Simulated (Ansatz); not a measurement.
Total energies of CH5BrOSi2, SMILES `[SiH3][Si@H]1O[C@@H]1Br`.

```xyz
10

Si   -0.3290   -1.7222    0.7642
Si   -0.5658    0.4352   -0.0866
O     0.4727    1.5963    0.5740
C     0.8249    1.3750   -0.7812
Br    0.5226    2.8860   -1.9508
H    -0.9543   -1.8081    2.1098
H    -1.0034   -2.6787   -0.1519
H     1.1190   -2.0354    0.8541
H    -1.9289    0.9236   -0.3981
H     1.8422    1.0283   -0.9334
```

The species carries charge 0 and has multiplicity 1. Correlated methods include outer-core shells of Br, which these sets cover unevenly. Scalar relativity is left out up to krypton. All single points use the PBE0-D4/def2-TZVP geometry. Basis def2-TZVPP, Ansatz 0.2.0.

RPA on PBE orbitals: Hartree–Fock energy of these orbitals -3265.88147 Eh, correlation -1.50334 Eh (frozen core).

| functional | energy without D4 (Eh) | D4 term (kJ/mol) |
| --- | --- | --- |
| LDA (SPW92) | -3262.73113 | – |
| B97M-V | -3268.88949 | – |
| B3LYP | -3269.59174 | -41.6 |
| r2SCANh | -3269.38244 | -6.6 |
| r2SCAN0 | -3269.36598 | -7.4 |
| CAM-B3LYP | -3269.60773 | -22.5 |
| ωB97X-V | -3269.15699 | – |
| ωB97M-V | -3269.28853 | – |
| B2PLYP | -3268.80929 | – |
| PBE-QIDH | -3268.35168 | – |

Q: Give the same for PBE, revPBE, BLYP, r2SCAN, PBE0, HSE06 (plane-wave form), BHLYP, LC-ωPBE. (An estimate is asked.)

A: The calculation gave: 
| functional | energy without D4 (Eh) | D4 term (kJ/mol) |
| --- | --- | --- |
| PBE | -3268.70525 | -25.5 |
| revPBE | -3269.14665 | -69.4 |
| BLYP | -3269.50833 | -55.1 |
| r2SCAN | -3269.39452 | -6.1 |
| PBE0 | -3268.85091 | -21.8 |
| HSE06 (plane-wave form) | -3268.83665 | -20.5 |
| BHLYP | -3269.44401 | -34.7 |
| LC-ωPBE | -3268.90888 | – |

B3LYP takes the VWN-RPA correlation (the form of Gaussian; ORCA's B3LYP/G). HSE06 is the plane-wave form, built on full-range PBE exchange. The double hybrids freeze the cores in their second-order part.

LC-ωPBE has ω = 0.4 bohr⁻¹.
